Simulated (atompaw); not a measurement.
# What one change does to a pseudopotential (gold (Au), PAW (atompaw))

atompaw 4.2.0.5 input, output lines left out:

```
Au 79
LDA-PW loggrid 2001 logderivrange -3 5 201
6 6 5 4 0 0
6 0 0.5
6 1 0
0 0 0
c
c
c
c
c
v
c
c
c
c
v
c
c
v
c
3
3.00 2.90 2.05 1.85
y
2.55
n
y
0.65
n
y
2.1
n
y
-0.05
y
1.3
n
custom rrkj gramschmidtortho sinc
4 0.5 vpsmatchnc
3.00
2.00
3.00
3.00
3.00
3.00
3.00
3.00
```

Change: wave 5d (bound): rc 3.00 bohr becomes 5d (bound): rc 2.06 bohr.

Cutoffs: the cutoffs (Ry, on a coarse ladder) from which the occupation-weighted sum of valence levels, in a spherical-Bessel basis at the reference potential, stays within 10 and 1 mRy of its value at 400 Ry; they do not see the model core or the augmentation charge, which bear on the density cutoff.

What does the change do?

The potential gets harder (12 Ry and 18 Ry → 25 Ry and 45 Ry); both files keep a bound ghost (p, s); the range in which the d phases agree narrows (upper end at the end of the scan → 0.7).

```tsv
quantity	base	changed
cutoff, loose	12 Ry	25 Ry
cutoff, tight	18 Ry	45 Ry
loose cutoff by channel (10 mRy a level)	s 6 Ry, d 10 Ry	s 6 Ry, d 21 Ry
bound ghosts	s, p	s, p
s: phases at 3.00 bohr within 0.05 rad from the reference energy up to (Ry; the scan ends near 5)	3.4	3.4
p: phases at 3.00 bohr within 0.05 rad from the reference energy up to (Ry; the scan ends near 5)	3.6	3.6
d: phases at 3.00 bohr within 0.05 rad from the reference energy up to (Ry; the scan ends near 5)	to the end of the scan	0.7
f: phases at 3.00 bohr within 0.05 rad from the reference energy up to (Ry; the scan ends near 5)	1.8	1.8
lowest overlap eigenvalue by channel	s 0.01, p 0.26, d 0.77, f 0.95	s 0.01, p 0.26, d 0.55, f 0.95
```

 A true bound ghost makes a file unfit for plane-wave use even where its test errors are small: the radial tests pick states by their node count and pass the ghost by. The cutoffs see the waves, projectors and local potential, not the compensation charge or the core.
